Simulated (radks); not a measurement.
Task: Isoelectronic series with 46 electrons, all held in the configuration [Kr] 4d10, which need not be the ground one along the series. Calculated with a radial shooting solver on a logarithmic mesh with Libxc functionals: scalar-relativistic Kohn-Sham, BLYP, spin-unpolarised, spherical densities, finite nucleus; Fermi nuclear charge, rms radius of each element as measured or else 0.836 A^(1/3) + 0.57 fm. Total energies (hartree) and mean radii <r> (bohr):

ion    E (hartree)      4d      4p
Pd     -5046.36281   1.598   1.043
In3+   -5880.15219   1.153  0.9201
Te6+   -6786.78741  0.9458  0.8163
Cs9+    -7767.0469  0.8126  0.7323
Ce12+   -8822.0537  0.7165  0.6636
Pm15+   -9953.1555  0.6426  0.6066
Gd18+  -11161.8612  0.5836  0.5586
Ho21+  -12449.9685  0.5350  0.5175
Ta27+  -15272.1898  0.4595  0.4509
Os30+  -16810.8514  0.4294  0.4234

Estimate the row of Yb24+.

Result: E (hartree) -13819.3421; 4d 0.4943; 4p 0.4820.
